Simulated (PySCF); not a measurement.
Level of theory: PBE0/pcSseg-1 with gauge-including orbitals, geometry: GFN2-xTB, in PySCF 2.14.0 with density-fitted response routines (in vacuum, one conformer, non-relativistic, equivalent nuclei averaged).

Chemical shifts δ = σref − σ; $^{1}$H, $^{13}$C against TMS, all at this level. Shifts are as computed. Against solution values, carbons near 30 ppm lie about +3 ppm off and those near 130 ppm about +5 ppm. Of 1309 compounds with measured shifts, 239 miss one by over three times the rms of a fit or turn the order of signals round; such compounds aren't used in these exercises.

Task: Order these molecules by the shift of their most deshielded carbon, lowest δ first.
A. C#C/C=C(\C#C)[SiH2]C#N
B. CN(C)[SiH]([SiH3])N(C)C
C. C#CC1=CC=C[Si@@H]1C#N
D. C#CC#C/C([SiH3])=C/C#N

Result: B (39.5 ppm, methyl carbon bonded to N), A (142.4 ppm, alkene CH), D (149.5 ppm, fully substituted alkene carbon), C (163.9 ppm, alkene CH).

Task: How many $^{13}$C and $^{1}$H signals does each give (equivalence by symmetry and fast rotation, but not about amide C–N or C=N bonds)? `C#C/C=C(\C#C)[SiH2]C#N`, `CN(C)[SiH]([SiH3])N(C)C`, `C#CC1=CC=C[Si@@H]1C#N`, `C#CC#C/C([SiH3])=C/C#N`

Result: C#C/C=C(\C#C)[SiH2]C#N: 7 C, 4 H; CN(C)[SiH]([SiH3])N(C)C: 1 C, 3 H; C#CC1=CC=C[Si@@H]1C#N: 7 C, 5 H; C#CC#C/C([SiH3])=C/C#N: 7 C, 3 H.
